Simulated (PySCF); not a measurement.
## C₆ coefficients of unlike pairs at PBE0

Calculated with PySCF 2.14 from the dipole response of each species, C₆(A,B) = (3/π) ∫ α_A(iu) α_B(iu) du, in atomic units, from isotropic polarisabilities. For ions this is the dispersion term alone; charge-induced terms of lower order in 1/R come first.

```csv
species,configuration,basis,relativity,α (bohr³),C₆ (like pair)
Cr(3+),[Ar] 3d3 (4F),"x2c-QZVPPall with one added diffuse shell each of s, p, d, f, g type (12s8p6d4f3g)",spin-free X2C,2.108,5.291
Mg,[Ne] 3s2 (1S),dyall-av3z (20s13p6d4f),spin-free X2C,74.59,669.2
O(3+),[He] 2s2 2p1 (2P),"x2c-TZVPPall with one added diffuse shell each of s, p, d type (6s4p3d1f)",spin-free X2C,1.355,1.262
F,[He] 2s2 2p5 (2P),aug-cc-pwCVTZ (7s6p4d2f),none,3.515,9.506
```

(1) Estimate C₆ for F with O(3+).

No spin-orbit coupling is included.

The other pairs:

| pair | C₆ |
| --- | --- |
| Mg, Cr(3+) | 35.16 |
| F, Cr(3+) | 6.937 |
| F, Mg | 55.26 |
| O(3+), Mg | 20.88 |
| O(3+), Cr(3+) | 2.513 |

## Answers

(1) The integral gives 3.460. The combination rule 2 C_A C_B / (C_A α_B/α_A + C_B α_A/α_B) gives 3.459 and the geometric mean 3.464.
